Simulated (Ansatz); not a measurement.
Stepwise reaction of `O[Si](F)(Br)Br` with hydrogen chloride, as a gas-phase model of exchange steps in deposition or etching. ΔE in kJ/mol; ΔG adds harmonic PBE0-D4 terms to CCSD(T)/CBS, at 1 bar.

Calculated with Ansatz (gas phase, PBE0-D4/def2-TZVP geometries, no zero-point term in ΔE). CCSD(T)/CBS adds triple-zeta CCSD(T) − MP2 to the extrapolated MP2 energy (def2 sets, frozen cores). This one scheme is used for every species. DFT in def2-TZVPP. B3LYP here is the variant with VWN-RPA as its local correlation; programs differ in this. For Br outer-core shells are correlated without core-valence functions, which leaves a few kJ/mol of doubt a bond. Scalar relativity is left out up to krypton. Each species was taken in one conformer, which may not be the lowest.

```csv
step,reaction,PBE-D4,B3LYP-D4,ωB97M-V,CCSD(T)/CBS,ΔG(400 K)
1,`O[Si](F)(Br)Br` + HCl → `O[Si](F)(Cl)Br` + HBr,-5.4,-7.5,-7.9,-5.0,-6.3
```

(1) Give the row of step 2, `O[Si](F)(Cl)Br` + HCl → `O[Si](F)(Cl)Cl` + HBr. (Estimate.)

(2) By hand: ΔE of the 2 steps together at CCSD(T)/CBS.

Answers

(1) Ansatz gave: 
| step | reaction | PBE-D4 | B3LYP-D4 | ωB97M-V | CCSD(T)/CBS | ΔG(400 K) |
| --- | --- | --- | --- | --- | --- | --- |
| 2 | `O[Si](F)(Cl)Br` + HCl → `O[Si](F)(Cl)Cl` + HBr | -6.9 | -8.9 | -9.2 | -6.2 | -6.9 |

(2) (-5.0) + (-6.2) = -11.2 kJ/mol, or -5.6 kJ/mol a step.

In ΔE the steps differ by no more than 1.2 kJ/mol. ΔG lies between -6.9 and -6.3 kJ/mol a step. PBE-D4 differs from CCSD(T)/CBS by -0.7 to -0.4 kJ/mol a step. Isolated molecules leave out the surface, adducts and barriers. Largest T1 diagnostic: 0.010.
